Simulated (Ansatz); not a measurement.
```yaml
crystal:
  periodic: [false, false, false]
  atoms:
    - {symbol: B, position_ang: [-0.836266, 0.373386, -0.221615]}
    - {symbol: N, position_ang: [0.307571, 1.073126, 0.316229]}
    - {symbol: Al, position_ang: [1.130624, -0.509398, 0.276295]}
    - {symbol: N, position_ang: [-0.453526, -1.011467, -0.373158]}
    - {symbol: H, position_ang: [-1.901916, 0.851636, -0.491268]}
    - {symbol: H, position_ang: [0.350137, 2.048636, 0.530749]}
    - {symbol: H, position_ang: [2.530481, -1.137747, 0.630851]}
    - {symbol: H, position_ang: [-1.035006, -1.745173, -0.723882]}
basis:
  gaussian: {orbitals: def2-TZVPP}
hamiltonian: {xc: {name: wB97X-D}}
output: {forces: true}
```

```sh
$ ansatz run in.yaml --threads 2 --pin off --events-out ev --progress --plain --max-ram 4352MiB
```

Shortened log:

```
Error: YAML parse error: error: line 14 column 19: hamiltonian.xc: no functional is named "wB97X-D"; the names, which are not case-sensitive, are SVWN5, SPW92, PBE, PBE0, PBEsol, revPBE, revPBE0, RPBE, rPW86-PBE, HSE06, wPBEh, LC-wPBE, HISS, HF, BLYP, B3LYP, B3LYP5, BHLYP, CAM-B3LYP, r2SCAN, r2SCANh, r2SCAN0, r2SCAN50, m-r2SCAN, B97, wB97, wB97X, wB97X-V, B97M-V, wB97M-V, B2PLYP, B2GP-PLYP, PBE0-DH, PBE-QIDH
12 | basis:
13 |   gaussian: {orbitals: def2-TZVPP}
14 | hamiltonian: {xc: {name: wB97X-D}}
15 | output: {forces: true}
```

**Question.** Something in this input is off. What?

**Answer.** The method's name isn't one that the program takes here. The input was rejected before any iteration.

HSE06 is defined as in plane-wave codes.
